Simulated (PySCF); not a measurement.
**TaBr and its ions**

PBE0; Ta def2-TZVPPD with ECP60, Br def2-TZVPPD; scalar-relativistic core potentials (PySCF 2.14). Neutral (UKS): quintet (σ ↑, π ↑, δ ↑↑), Re = 2.446 Å, ωe = 250 cm⁻¹, HOMO -5.17 eV, LUMO -2.52 eV.

TaBr⁺ (UKS): quartet (σ ↑, δ ↑↑), Re = 2.310 Å, ωe = 323 cm⁻¹. The energies at the minima are -2630.78107 hartree for TaBr and -2630.52403 for TaBr⁺.

Q: Work out the adiabatic ionisation energy, without and with harmonic zero-point energies (1 hartree = 27.2114 eV, 1 eV = 8065.5 cm⁻¹), and the change of the bond length.

A: At PBE0: 0.25704 hartree = 6.994 eV between the minima; the zero-point term (323.0 − 250.0)/2 cm⁻¹ = +0.005 eV makes it 6.999 eV. Re changes by -13.6 pm against the neutral. The electron leaves a π orbital; in so polar a molecule the change of length follows mostly from the change of the ionic charges.

TaBr⁻ (UKS): quartet (π ↑↑, δ ↑), Re = 2.598 Å, ωe = 176 cm⁻¹. The energies at the minima are -2630.78107 hartree for TaBr and -2630.82297 for TaBr⁻.

Q: Work out the adiabatic electron affinity, without and with harmonic zero-point energies (1 hartree = 27.2114 eV, 1 eV = 8065.5 cm⁻¹), and the change of the bond length.

A: At PBE0: 0.04190 hartree = 1.140 eV between the minima; the zero-point term (250.0 − 176.0)/2 cm⁻¹ = +0.005 eV makes it 1.145 eV. Re changes by +15.2 pm against the neutral. More than one orbital changes its filling between the two states.

De is left out where the level can put another filling of the metal’s s and d shells below the measured ground configuration, by anything from nothing to about 1 eV. Spin–orbit coupling is left out, which matters for elements this heavy, above all for dissociation energies. The highest Kohn–Sham level is positive in this anion. Much of that is self-interaction error, but it also means that the finite basis helps to hold the extra electron. The state is the lowest single determinant that the PBE0 search found; with open d or f shells the true ground state can be another one.
